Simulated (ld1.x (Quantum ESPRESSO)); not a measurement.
# Before and after: TM potential for Pb (Z = 82)

* Element: Pb (Z = 82)
* Generator: ld1.x (Quantum ESPRESSO) 7.5
* Type: norm-conserving Troullier–Martins (Kleinman–Bylander form)
* Functional: LDA (PZ)
* Relativity: non-relativistic
* Frozen core: [Xe] 4f14
* Valence charge: 14
* Reference configuration: 5d10 6s2 6p2
* Partial waves: 6p (bound): rc 2.00 bohr; 5d (bound): rc 2.00 bohr; 6s (bound): rc 2.25 bohr
* Local potential: the s channel
* Core correction: Bessel-smoothed model core, default radius (core density twice the valence density)

Change: functional PBE.

Cutoffs: the cutoffs (Ry, on a coarse ladder) from which the occupation-weighted sum of valence levels, in a spherical-Bessel basis at the reference potential, stays within 10 and 1 mRy of its value at 400 Ry; they do not see the model core or the augmentation charge, which bear on the density cutoff. Errors are all-electron minus pseudo energies relative to the spin-unpolarised reference configuration.

**Question.** Predict the effect on cutoff, ghosts and configuration errors.

**Answer.** The potential gets neither clearly harder nor softer (50 Ry and 90 Ry → 50 Ry and 90 Ry); both files keep a bound ghost (p); the number of tests with a reliable result goes from 9 to 7; of the 7 tests that both files solve, the error grows in 3 and shrinks in 1 by more than 15 % and 0.3 meV (median size 1.9 → 4.4 meV).

| quantity | base | changed |
| --- | --- | --- |
| cutoff, loose | 50 Ry | 50 Ry |
| cutoff, tight | 90 Ry | 90 Ry |
| bound ghosts | p | p |
| error for 5d10 6s2 6p1, meV [ΔE 6.94 → 6.71 eV] | +0.9 | +0.9 |
| error for 5d10 6s2 6p0, meV [ΔE 20.65 → 20.11 eV] | +1.3 | +0.6 |
| error for 5d10 6s1 6p0, meV [ΔE 49.58 → 48.57 eV] | -7.7 | -13 |
| error for 5d10 6s0 6p0, meV [ΔE 87.76 → 86.31 eV] | -52 | -67 |
| error for 5d9 6s2 6p3, meV [ΔE 22.53 → 22.63 eV] | -208 | -223 |
| error for 5d10 6s0 6p4, meV [ΔE 12.09 → 11.91 eV] | -1.9 | -4.4 |
| error for 5d10 6s2 6p2.3, meV [ΔE -0.91 → -0.86 eV] | 0.0 | 0.0 |
| s: phases at 2.46 bohr within 0.05 rad from the reference energy up to (Ry; the scan ends near 5) | 3.2 | 3.2 |
| p: phases at 2.46 bohr within 0.05 rad from the reference energy up to (Ry; the scan ends near 5) | 4.2 | 4.3 |
| d: phases at 2.46 bohr within 0.05 rad from the reference energy up to (Ry; the scan ends near 5) | 0.3 | 0.4 |

 A true bound ghost makes a file unfit for plane-wave use even where its test errors are small: the radial tests pick states by their node count and pass the ghost by.
